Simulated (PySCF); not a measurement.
`Br[SiH](Br)Br`. Method: PySCF 2.14.0, PBE0-D3(BJ)/def2-SVP geometry optimisation, gas phase.

```
atom  x, y, z in Å
Br1    1.9350   -0.7880   -0.5774
Si2    0.0017    0.0062    0.1305
Br3   -1.6357   -1.3131   -0.5411
Br4   -0.2909    2.0485   -0.6566
H5     0.0071    0.0521    1.6102
```

**Question.** What is the longest distance between nuclei?

**Answer.** Br3···Br4, 3.62 Å; the next longest distance is 3.61 Å.

**Question.** Where is the centre of mass (commonest isotopes), and what is the radius of gyration?

**Answer.** Mass 265.740 u; centre at (0.003, -0.015, -0.507) Å; Rg = √(Σ m r²/M) = 1.986 Å. As Ia + Ib + Ic = 2 Σ m r², the three principal moments sum to 2095.3 u·Å².

**Question.** Work out the bond lengths Br1–Si2, Si2–Br3, Si2–Br4, Si2–H5 in pm.

**Answer.** For Br1–Si2 the difference vector is (-1.9333, 0.7942, 0.7079) Å, of length 2.2067 Å. Br1–Si2 220.7; Si2–Br3 220.7; Si2–Br4 220.8; Si2–H5 148.0 pm.

**Question.** How far are the heavy atoms from their best plane (unweighted least squares)?

**Answer.** 0.313 Å rms; Br1 0.18, Si2 0.54, Br3 0.18, Br4 0.18 Å (magnitudes).

**Question.** What is the repulsion energy of the bare nuclei, Σ ZA·ZB/RAB?

**Answer.** 914.01 Eh over 10 pairs, with full nuclear charges and distances in bohr; the largest single term is 179.74 Eh (Br1 with Br4).

**Question.** How far apart are these pairs, which share no bond: Br1···H5, Br3···H5, Br4···H5?

**Answer.** Br1···H5 3.034 Å (2 bonds apart); Br3···H5 3.032 Å (2 bonds apart); Br4···H5 3.035 Å (2 bonds apart).

**Question.** What are the angles Br3–Si2–Br4, Br1–Si2–Br4, Br1–Si2–H5, Br3–Si2–H5, Br4–Si2–H5, Br1–Si2–Br3?

**Answer.** From the scalar product of the two bond vectors; for Br3–Si2–Br4 it is -1.6867 Å² over 2.2074 × 2.2082 Å², cos θ = -0.3460. Br3–Si2–Br4 110.2°; Br1–Si2–Br4 109.5°; Br1–Si2–H5 109.2°; Br3–Si2–H5 109.0°; Br4–Si2–H5 109.2°; Br1–Si2–Br3 109.7°.

**Question.** Write the matrix of distances between heavy atoms (Å, lower triangle).

**Answer.** 
```
Br1   0.000
Si2   2.207  0.000
Br3   3.609  2.207  0.000
Br4   3.606  2.208  3.622  0.000
```

The point group is C3v within 0.08 Å; differences among equivalent distances and angles are scatter left by the optimiser. No PBE0-D3(BJ)/def2-SVP frequencies stand behind this structure, so it isn't proved a minimum.

Hardware: an Arm Neoverse V1 with one thread, on a shared host. Cost: 24 s wall. That covers the optimisation of the geometry.
